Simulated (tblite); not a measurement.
Compound: C8H11OP.
SMILES with atom numbers: `[CH3:1][CH2:2][P@H:3](=[O:4])[c:5]1[cH:6][cH:7][cH:8][cH:9][cH:10]1` (hydrogens: H11, H12, H13 on C1; H14, H15 on C2; H16 on P3; H17 on C6; H18 on C7; H19 on C8; H20 on C9; H21 on C10)

Geometry (GFN2-xTB, Å), atoms numbered from 1 in this order:
```
atom  x, y, z in Å
C1     2.4858    0.0127   -0.8805
C2     2.3495   -0.0876    0.6314
P3     0.9440   -1.2101    1.0102
O4     1.0877   -2.5548    0.4509
C5    -0.5605   -0.3364    0.5096
C6    -0.9489    0.8501    1.1174
C7    -2.0907    1.4980    0.6851
C8    -2.8422    0.9630   -0.3506
C9    -2.4570   -0.2230   -0.9539
C10   -1.3139   -0.8737   -0.5235
H11    1.6038    0.4858   -1.3113
H12    2.5777   -0.9853   -1.3063
H13    3.3627    0.5936   -1.1593
H14    3.2432   -0.5394    1.0705
H15    2.1919    0.8911    1.0846
H16    0.8880   -1.1745    2.4086
H17   -0.3593    1.2548    1.9281
H18   -2.3982    2.4212    1.1545
H19   -3.7349    1.4721   -0.6832
H20   -3.0477   -0.6376   -1.7573
H21   -0.9900   -1.8028   -0.9705
```

All values are computed: GFN2-xTB (tblite) harmonic vibrations without scaling, gas phase. Against measured fundamentals such values can be off by several per cent, at times by over 20. Modes of hydrogen on phosphorus can be 10 to 20 % off. One conformer, not necessarily the lowest.

Harmonic wavenumbers (cm⁻¹): 40.1, 55.6, 103.0, 148.0, 181.0, 195.2, 253.7, 316.4, 364.2, 386.6, 422.8, 477.7, 586.2, 656.5, 667.7, 712.9, 734.1, 755.1, 864.3, 879.9, 904.6, 927.7, 929.3, 935.0, 967.8, 986.8, 1003.6, 1075.6, 1078.1, 1111.3, 1130.0, 1180.9, 1188.7, 1212.3, 1246.2, 1267.7, 1282.9, 1325.3, 1405.4, 1426.5, 1432.2, 1454.5, 1489.7, 1494.5, 1585.8, 1588.6, 2241.1, 2947.2, 2982.1, 3012.4, 3025.0, 3030.5, 3065.6, 3076.4, 3078.9, 3086.2, 3094.0.

A = 2144, B = 752.2, C = 699.1 MHz; mass 154.055 u (most abundant isotopes); point group C1, symmetry number 1.

**Question.** What is the zero-point energy?

**Answer.** ½Σν̃ = 36536 cm⁻¹ = 437.06 kJ/mol.

**Question.** What is S at 273.15 K and 1 bar for an ideal gas of classical rigid rotors and harmonic oscillators?

**Answer.** Translation 169.86, rotation 124.57, vibration 117.80: S = 412.2 J/(mol K).

**Question.** And Cp and H(273.15 K) − H(0)?

**Answer.** Cp = 158.74 J/(mol K), of which vibrations give 125.48 (their classical limit is 57 R = 473.9); H(273.15 K) − H(0) = 26.00 kJ/mol without the zero-point energy, 16.91 from vibrations.

**Question.** How do the functions run with temperature in this model?

**Answer.** 
```tsv
T (K)	S (J/(mol K))	Cp (J/(mol K))	H − H(0) (kJ/mol)	G − H(0) (kJ/mol)	ln q(vib)
150	336.6	101.0	10.12	-40.38	3.36
250	398.7	147.1	22.46	-77.22	6.09
298.15	426.7	171.4	30.12	-97.09	7.40
400	484.1	221.2	50.16	-143.49	10.21
600	589.2	297.4	102.53	-251.02	15.76
900	724.5	368.1	203.32	-448.74	23.79
```

q(vib) and H(0) count from the zero-point level.

**Question.** What must be added to the electronic energy to get the Gibbs energy at 273.15 K and 1 bar?

**Answer.** ZPE + [H(273.15 K) − H(0)] − T·S = 437.06 + 26.00 − 112.60 = 350.46 kJ/mol.

Hindered rotation and anharmonicity are outside this model. Other conformers, if any are populated, would add a mixing term that is left out. The structure is chiral; the term R ln 2 for an equal mix with its mirror image is left out.
